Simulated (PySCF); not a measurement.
**Potential energy of NaSn along the bond**

Set-up: basis Na x2c-SVPall, Sn x2c-SVPall; spin-free X2C with a Gaussian nucleus; PySCF 2.14. Energies in eV from Na + Sn in their ground configurations at the same level. State: ⁴Σ⁻ (quartet), unpaired electrons σ ↑, π ↑↑.

All columns are PBE0. A positive dipole means Na(−)Sn(+).

| R (Å) | E (eV) | μ (D) | Mulliken charge on Na (basis-dependent) | HOMO (eV) | LUMO (eV) | Mayer bond order | ⟨S²⟩ |
| --- | --- | --- | --- | --- | --- | --- | --- |
| 2.504 | -0.915 | -5.97 | 0.48 | -4.32 | -2.00 | 0.89 | 3.75 |
| 2.621 | -1.082 | -6.25 | 0.46 | -4.23 | -2.03 | 0.91 | 3.75 |
| 2.737 | -1.174 | -6.52 | 0.43 | -4.15 | -2.05 | 0.92 | 3.75 |
| 2.825 | -1.205 | -6.72 | 0.41 | -4.09 | -2.07 | 0.92 | 3.75 |
| 2.912 | -1.214 | -6.90 | 0.40 | -4.04 | -2.08 | 0.92 | 3.75 |
| 2.999 | -1.204 | -7.07 | 0.39 | -3.99 | -2.09 | 0.91 | 3.75 |
| 3.116 | -1.170 | -7.28 | 0.37 | -3.94 | -2.10 | 0.89 | 3.75 |
| 3.261 | -1.105 | -7.51 | 0.37 | -3.88 | -2.12 | 0.86 | 3.75 |
| 3.436 | -1.007 | -7.71 | 0.36 | -3.83 | -2.13 | 0.80 | 3.75 |
| 3.669 | -0.865 | -7.83 | 0.35 | -3.80 | -2.13 | 0.73 | 3.75 |

A fit through these points gives, at Re = 2.905 Å, μ = -6.89 D and dμ/dR = -2.06 D/Å; the reduced mass is 19.29 u.

Problem. How strong is the fundamental in the double-harmonic approximation, I = 42.26·(dμ/dR)²/μred km/mol?

Solution. I = 42.26·(-2.06)²/19.29 = 9.30 km/mol at PBE0.

These are scalar-relativistic numbers at best; spin–orbit coupling would shift them, the dissociation energy most. The state was picked by a PBE0 search and need not be the measured ground state.
